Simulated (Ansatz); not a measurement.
The cluster Al2O3. Total charge 0; singlet. Geometry PBE-D4/def2-SVP; atoms count from 1.

Cartesian coordinates in Å:
```
Al -0.9578 -1.3230 0.4618
Al 0.9579 1.3225 -0.4630
O -1.8716 -2.5861 0.9047
O 0.0011 -0.0010 -0.0006
O 1.8703 2.5876 -0.9029
```

The structure comes from a short search, and lower isomers may exist.

**Question.** Estimate the Mulliken populations from the PBE0/def2-TZVP orbitals of Ansatz.

**Answer.** 
| atom | charge (e) |
| --- | --- |
| Al1 | 0.59 |
| Al2 | 0.59 |
| O3 | -0.47 |
| O4 | -0.22 |
| O5 | -0.47 |
Mulliken values and Mayer orders depend strongly on the basis.

**Question.** And the Mayer bond orders between bonded heavy atoms (over 0.3)?

**Answer.** Al1–O3 2.26 (1.62 Å); Al1–O4 1.15 (1.70 Å); Al2–O4 1.15 (1.70 Å); Al2–O5 2.26 (1.62 Å).
